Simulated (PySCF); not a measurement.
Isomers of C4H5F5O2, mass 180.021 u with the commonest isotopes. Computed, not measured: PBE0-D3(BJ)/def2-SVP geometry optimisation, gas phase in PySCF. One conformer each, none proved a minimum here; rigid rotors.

Question: Order these by dipole moment, largest first.
A. `[CH3:1][C@@H:2]([OH:3])[C:4]([F:5])([F:6])[O:7][C:8]([F:9])([F:10])[F:11]` with C1–C2–O3–H 180°, C1–C2–C4–F5 -173°, C2–C4–O7–C8 -167°
B. `[F:1][CH2:2][O:3][CH:4]([O:5][CH2:6][F:7])[C:8]([F:9])([F:10])[F:11]` with F1–C2–O3–C4 -72°, C2–O3–C4–O5 132°, O3–C4–O5–C6 -74°, C4–O5–C6–F7 -70°
C. `[OH:1][CH2:2][C@H:3]([O:4][CH:5]([F:6])[F:7])[C:8]([F:9])([F:10])[F:11]` with H–O1–C2–C3 79°, O1–C2–C3–O4 -70°, C2–C3–O4–C5 82°, C3–O4–C5–F6 147°

Answer: B (1.87 D), A (1.57 D), C (1.44 D).

Question: Order these by rotational constant A, largest first.
A. `[OH:1][CH2:2][C@H:3]([O:4][CH:5]([F:6])[F:7])[C:8]([F:9])([F:10])[F:11]` with H–O1–C2–C3 79°, O1–C2–C3–O4 -70°, C2–C3–O4–C5 82°, C3–O4–C5–F6 147°
B. `[F:1][CH2:2][O:3][CH:4]([O:5][CH2:6][F:7])[C:8]([F:9])([F:10])[F:11]` with F1–C2–O3–C4 -72°, C2–O3–C4–O5 132°, O3–C4–O5–C6 -74°, C4–O5–C6–F7 -70°
C. `[CH3:1][C@@H:2]([OH:3])[C:4]([F:5])([F:6])[O:7][C:8]([F:9])([F:10])[F:11]` with C1–C2–O3–H 180°, C1–C2–C4–F5 -173°, C2–C4–O7–C8 -167°

Answer: C (2074 MHz), A (1586 MHz), B (1326 MHz).

Question: Order these by out-of-plane moment Σ m c² = (Ia + Ib − Ic)/2, smallest first.
A. `[OH:1][CH2:2][C@H:3]([O:4][CH:5]([F:6])[F:7])[C:8]([F:9])([F:10])[F:11]` with H–O1–C2–C3 79°, O1–C2–C3–O4 -70°, C2–C3–O4–C5 82°, C3–O4–C5–F6 147°
B. `[CH3:1][C@@H:2]([OH:3])[C:4]([F:5])([F:6])[O:7][C:8]([F:9])([F:10])[F:11]` with C1–C2–O3–H 180°, C1–C2–C4–F5 -173°, C2–C4–O7–C8 -167°
C. `[F:1][CH2:2][O:3][CH:4]([O:5][CH2:6][F:7])[C:8]([F:9])([F:10])[F:11]` with F1–C2–O3–C4 -72°, C2–O3–C4–O5 132°, O3–C4–O5–C6 -74°, C4–O5–C6–F7 -70°

Answer: A (57.17 u·Å²), C (80.00 u·Å²), B (89.25 u·Å²).

```
                    SMILES  point group  Ia (u·Å²)  Ib (u·Å²)  Ic (u·Å²)      κ  μa (D)  μb (D)  μc (D)
   OC[C@H](OC(F)F)C(F)(F)F           C1     318.65     671.31     875.61  -0.65    0.16    1.02    1.00
C[C@@H](O)C(F)(F)OC(F)(F)F           C1     243.67     680.05     745.22  -0.91    0.83    0.31    1.29
         FCOC(OCF)C(F)(F)F           C1     381.12     579.81     800.93  -0.31    1.06    1.53    0.21
```
